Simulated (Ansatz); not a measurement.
Mulliken charges of `C[O][InH2]` from r2SCAN/def2-TZVPP in Ansatz (PBE0-D4/def2-TZVP geometry).

| atom | x (Å) | y (Å) | z (Å) | charge (e) |
| --- | --- | --- | --- | --- |
| C1 | -0.600 | 1.070 | -0.394 | 0.049 |
| O2 | -0.773 | -0.170 | 0.227 | -0.534 |
| In3 | 0.705 | -1.457 | 0.557 | 0.617 |
| H4 | -1.221 | 1.136 | -1.297 | 0.041 |
| H5 | 0.439 | 1.274 | -0.695 | 0.030 |
| H6 | -0.910 | 1.881 | 0.278 | 0.041 |
| H7 | 2.211 | -0.867 | -0.009 | -0.128 |
| H8 | 0.148 | -2.866 | 1.332 | -0.115 |

By hand: the dipole of these point charges (1 e Å = 4.8032 D).

Σ q r = (0.444, -0.153, -0.012) e Å, of length 0.470 e Å = 2.26 D.

How does the dipole of the full density compare? (Estimate.)

The calculation gave: (0.300, -0.090, -0.014) e Å, 1.51 D; the point charges give 1.50 times that, at 3° from its direction.

Point charges leave out the atoms' own dipoles, such as those of lone pairs, and Mulliken's split depends on the basis, so the two needn't agree.
